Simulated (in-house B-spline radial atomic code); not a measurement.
Results of a calculation; reference values are marked as such.
# Two electrons in InAs: a parabolic dot with ħω = 11.4 meV in all three directions

For InAs the NSM archive of the Ioffe Institute lists m* = 0.023 m0 and ε = 15.15. In so narrow a gap the band flattens within tens of meV, so real spacings are smaller, by up to some tenths.

Effective-mass model with parabolic bands, a uniform dielectric constant, no image charges, no central-cell or spin-orbit terms. Two-electron levels come from full CI in B-splines with partial waves to l = 5 (up to 0.001 effective hartree above the limit).

Question: What are the effective units, and what is the potential in them?

Answer: Ha* = 27211.386 meV × 0.023/15.15² = 2.727 meV and a* = 0.0529177 nm × 15.15/0.023 = 34.86 nm. The frequency is ω = 4.19 Ha*. The one-electron levels are 3ω/2 = 6.2850 and 5ω/2 = 10.4750 Ha*.

In these units the lowest s and p orbitals lie at 6.2850 and 10.4750, and their Coulomb and exchange integrals are J_ss = 1.6332, J_sp = 1.3610 and K_sp = 0.2722. (For a parabolic well J_ss = √(2ω/π).) Full CI gives 14.1309 for the ground singlet, 17.8315 for the sp triplet, 18.3213 for the sp singlet and 22.0215 for the lowest triplet of two s orbitals.

Question: What does it cost to add the second electron, to first order and exactly?

Answer: To first order E = 2ε_s + J_ss = 14.2032, so the charging energy E(2) − 2E(1) is J_ss = 4.453 meV. CI gives 14.1309 − 2 × (6.2850) = 1.5609, or 4.256 meV: relaxation and correlation lower it by 0.1972 meV, 4.4 % of J_ss. The s² configuration of one-electron orbitals holds 99.3 % of the state, and the mean radius is 19.9 nm.

Question: How far above the singlet do the triplets lie?

Answer: To first order the sp triplet lies at ε_s + ε_p + J_sp − K_sp = 17.8488, which is 9.941 meV above 2ε_s + J_ss. CI gives 17.8315 − (14.1309) = 3.7006, or 10.09 meV, 88 % of the orbital spacing of 11.43 meV. The ss triplet lies 21.52 meV up, so the lower of the two is the sp one, and its gap equals k_BT at 117 K. The sp singlet-triplet splitting is 1.336 meV, against 2K_sp = 1.484 meV. The sp singlet lies ħω above the ground state (4.1904 against 4.19), as Kohn's theorem demands for a parabolic well.
